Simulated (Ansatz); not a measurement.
Ansatz (a first-principles code) input (B2GP-PLYP/def2-TZVPD):

Ansatz 0.2 input:
```yaml
crystal:
  periodic: [false, false, false]
  atoms:
    - {symbol: Br, position_ang: [2.27667171, -0.59102408, -0.17203335]}
    - {symbol: C, position_ang: [0.40717771, -0.27853638, -0.02591559]}
    - {symbol: C, position_ang: [-0.51556642, -1.38042676, 0.08147025]}
    - {symbol: C, position_ang: [-1.77782439, -0.93428252, 0.17352516]}
    - {symbol: Se, position_ang: [-1.99636807, 0.90978959, 0.13986056]}
    - {symbol: C, position_ang: [-0.11540918, 0.96986898, -0.01766670]}
    - {symbol: H, position_ang: [-0.20599961, -2.41456470, 0.08485498]}
    - {symbol: H, position_ang: [0.40873767, 1.90782140, -0.08742563]}
basis:
  gaussian:
    orbitals: def2-TZVPD
hamiltonian:
  xc: {name: B2GP-PLYP}
magnetization: {spin_polarized: true, initial_magnetization: 1}
correlation: {electrons: outside_noble_gas}
```

End of the output:

```
integrals: 0.76 GiB planned
1812 factors; integrals over basis functions are off by at most 1.2e-3 eV
0.45 GiB of the device are held for the grids
2.20 GiB of device memory are held for the factors and their scratch space
mean field: 3.51 GiB planned
mean field evaluation 1: about -139518.9130 eV, gradient 3.9e1 eV
mean field evaluation 2: about -139519.0878 eV, gradient 3.9e1 eV
mean field evaluation 4: about -139528.6273 eV, gradient 8.7e0 eV
mean field evaluation 8: about -139529.2354 eV, gradient 6.1e-1 eV
mean field evaluation 16: about -139529.2584 eV, gradient 7.7e-2 eV
mean field evaluation 32: about -139529.2592 eV, gradient 7.6e-5 eV
mean field evaluation 64: about -139529.2318 eV, gradient 6.4e-1 eV
mean field -139529.25916800 eV, -5127.6056980952 hartree, gradient 9.0e-6 eV, S^2 0.814176; 5 other end points of the search recorded, 0 dependent functions left out
32 core orbitals not correlated
reference -139529.25930026 eV, -5127.6057029556 hartree; 16, 15 occupied and 232, 233 virtual orbitals, 1812 factors
second order -28.72491218 eV of doubles, -0.00000000 eV of singles
Total energy: -139539.60026864 eV, -5127.9857265344 hartree
```

It need not be the lowest isomer of its formula.
